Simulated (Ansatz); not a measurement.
Geometry optimisation, DFT PBE, scalar-relativistic, plane waves, PAW in Ansatz.

The input (input.yaml):

```yaml
crystal:
  lattice:
    - [6.42, 0.0, 0.0]
    - [4.815, 8.339825, 0.0]
    - [0.0, 0.0, 18.21304]
  atoms:
    - { symbol: Mg, position: [0.0, 0.0, 0.0549057] }
    - { symbol: Mg, position: [0.5, 0.0, 0.0549057] }
    - { symbol: Mg, position: [0.0, 0.3333333, 0.0549057] }
    - { symbol: Mg, position: [0.5, 0.3333333, 0.0549057] }
    - { symbol: Mg, position: [0.0, 0.6666667, 0.0549057] }
    - { symbol: Mg, position: [0.5, 0.6666667, 0.0549057] }
    - { symbol: Mg, position: [-0.1666667, 0.2222222, 0.1980186] }
    - { symbol: Mg, position: [0.3333333, 0.2222222, 0.1980186] }
    - { symbol: Mg, position: [-0.1666667, 0.5555556, 0.1980186] }
    - { symbol: Mg, position: [0.3333333, 0.5555556, 0.1980186] }
    - { symbol: Mg, position: [-0.1666667, 0.8888889, 0.1980186] }
    - { symbol: Mg, position: [0.3333333, 0.8888889, 0.1980186] }
    - { symbol: Mg, position: [0.0, 0.0, 0.3411314] }
    - { symbol: Mg, position: [0.5, 0.0, 0.3411314] }
    - { symbol: Mg, position: [0.0, 0.3333333, 0.3411314] }
    - { symbol: Mg, position: [0.5, 0.3333333, 0.3411314] }
    - { symbol: Mg, position: [0.0, 0.6666667, 0.3411314] }
    - { symbol: Mg, position: [0.5, 0.6666667, 0.3411314] }
    - { symbol: O, position: [0.84257, 0.8940682, 0.4064692] }
    - { symbol: H, position: [0.8741871, 0.9087735, 0.4575315] }
basis:
  ecutwfc: 420.0
kpoints:
  mp_grid: { grid: [3, 2, 1] }
hamiltonian:
  xc: pbe
scf:
  occupations: { method: fermi_dirac, width: 0.1 }
  lower_state_search: "off"
relax:
  f_tol: 0.08
  max_steps: 25
  adjacent_minimum: "off"
  constraints: [{ sites: [0, 1, 2, 3, 4, 5] }]
```

Launched with:

```bash
$ ansatz run input.yaml --threads 4 --pin off --max-ram 10240MiB --backend cpu --events-out ev --progress --plain --runs-dir out
```

**Question.** Where does it end, and by what steps?

**Answer.** The forces met the threshold. The force dipped under the threshold on the way, but the program's further checks kept it going. Limits of this set-up: coarse k mesh, thin slab, slab without dipole correction, odd electron count without spin. After 5 steps the energy has fallen by 0.222 eV; H20 moved furthest, 0.40 Å.

| step | energy less start (eV) | largest force component (eV/Å) | accepted |
| --- | --- | --- | --- |
| 0 | 0.0000 | 0.775 | yes |
| 1 | -0.1577 | 0.655 | yes |
| 2 | -0.2076 | 0.605 | yes |
| 3 | -0.2179 | 0.605 | yes |
| 4 | -0.2216 | 0.009 | yes |
| 5 | -0.2216 | 0.009 | yes |

```xyz
20
Lattice="6.4200 0.0000 0.0000 4.8150 8.3398 0.0000 0.0000 0.0000 18.2130" Properties=species:S:1:pos:R:3
Mg 0.000 0.000 1.000
Mg 3.210 0.000 1.000
Mg 1.605 2.780 1.000
Mg 4.815 2.780 1.000
Mg 3.210 5.560 1.000
Mg 6.420 5.560 1.000
Mg -0.002 1.853 3.724
Mg 3.216 1.839 3.706
Mg 1.622 4.630 3.690
Mg 4.808 4.655 3.662
Mg 3.212 7.417 3.619
Mg 6.424 7.416 3.701
Mg 0.039 0.018 6.363
Mg 3.184 0.016 6.360
Mg 1.618 2.769 6.349
Mg 4.809 2.844 6.288
Mg 3.213 5.545 6.339
Mg 6.426 5.508 6.242
O 9.636 7.423 7.286
H 9.637 7.412 8.262
```

Time of the run: 20 s on 4 threads of Intel(R) Xeon(R) 6975P-C (Granite Rapids), with other jobs on the host, peak memory 1.9 GiB.
